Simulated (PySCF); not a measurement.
H6NSi2, SMILES [SiH3][N][SiH3], multiplicity 2. Geometry optimised at PBE0-D3(BJ)/def2-SVP. The isomer is the one that the SMILES or the coordinates give; other isomers of the formula were not compared.

Question: Give the equilibrium geometry at PBE0-D3(BJ)/def2-SVP (PySCF confirms it by a frequency run) as a Z-matrix, and its point group. (Estimate from the structure and the level; the computed values follow.)

Answer: point group Cs.
```
N
Si 1 1.7335
Si 1 1.7335 2 139.46
H 3 1.4931 1 109.29 2 -144.44
H 2 1.4931 1 109.29 3 144.44
H 2 1.4983 5 109.23 1 -114.78
H 3 1.4983 4 109.23 1 114.78
H 3 1.4989 4 108.79 7 118.51
H 2 1.4989 5 108.79 6 -118.51
```
Charge 0, spin multiplicity 2.
